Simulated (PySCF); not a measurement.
# Basis-set dependence of excited states

Compound: C2H7GeNO.
InChI=1S/C2H7GeNO/c1-4(3)2-5/h2H,1,3H3

TDDFT with PBE0 (PySCF), vertical singlets, core orbitals frozen in the response, spherical d and f functions. Geometry: PBE0-D3(BJ)/def2-SVP, one conformer, isolated molecule. The PBE0/6-31G* calculation is non-relativistic and has no spin–orbit coupling, an omission that weighs most on germanium.

| basis | functions | diffuse | S1 (eV) | S2 (eV) | S3 (eV) | S4 (eV) | S5 (eV) | LUMO (eV) | α (au) |
| --- | --- | --- | --- | --- | --- | --- | --- | --- | --- |
| 6-31G* | 102 | no | 5.71 | 6.40 | 6.67 | 7.23 | 7.85 | 0.65 | 54.9 |
| def2-SVP | 123 | no | 5.63 | 6.64 | 6.67 | 7.37 | 7.63 | 0.40 | 57.7 |
| def2-SVPD | 177 | yes | 5.57 | 6.45 | 6.47 | 6.60 | 6.92 | 0.03 | 67.3 |
| aug-cc-pVDZ | 191 | yes | 5.53 | 6.10 | 6.30 | 6.32 | 6.49 | -0.29 | 68.5 |
| def2-TZVP | 214 | no | 5.58 | 6.49 | 6.55 | 7.11 | 7.25 | 0.14 | 64.8 |
| def2-TZVPD | 268 | yes | 5.54 | 6.29 | 6.38 | 6.45 | 6.72 | 0.00 | 68.2 |

Task: How much do these states and the polarisability depend on the basis?

Result: States are compared by their number. Against the largest diffuse basis here (def2-TZVPD, itself not a converged limit), sets without diffuse functions differ by up to 0.17 eV in S1 and 1.13 eV in S5; the smaller diffuse sets differ by up to 0.02 and 0.23 eV. State by state, the largest deviation of a set without diffuse functions is S1 0.17, S2 0.34, S3 0.30, S4 0.92, S5 1.13 eV. The same number needn't mean the same state in each row. Against def2-TZVPD the polarisability deviates by -19% in 6-31G*, -15% in def2-SVP, -1% in def2-SVPD, 0% in aug-cc-pVDZ, -5% in def2-TZVP.
